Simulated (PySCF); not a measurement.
C2H5FN2Si, SMILES [C@H]1([Si@H](N)C=N1)F.

Coordinates come from a B3LYP-D3(BJ)/def2-SVP optimisation. The structure was generated by enumeration; whether it is a known compound was not checked. One conformer was computed; it need not be the lowest.

Vertical ionisation energy (IE) and electron affinity (EA) in eV. Rows of orbital energies are one-electron estimates. Where ΔSCF, EOM or ADC give a negative EA the extra electron is unbound and the value depends on the basis.

```
level                                          IE     EA
-------------------------------------------  ----  -----
−ε(HOMO), −ε(LUMO), ωB97X/def2-TZVP (PySCF)  9.47  -1.16
−ε(HOMO), −ε(LUMO), PBE/def2-TZVP (PySCF)     [?]    [?]
```

Question: What belongs in the gaps? (The exact figures need the calculation; the answer reports its results.)

Answer: 
- −ε(HOMO), −ε(LUMO), PBE/def2-TZVP (PySCF), IE: 5.68
- −ε(HOMO), −ε(LUMO), PBE/def2-TZVP (PySCF), EA: 2.22
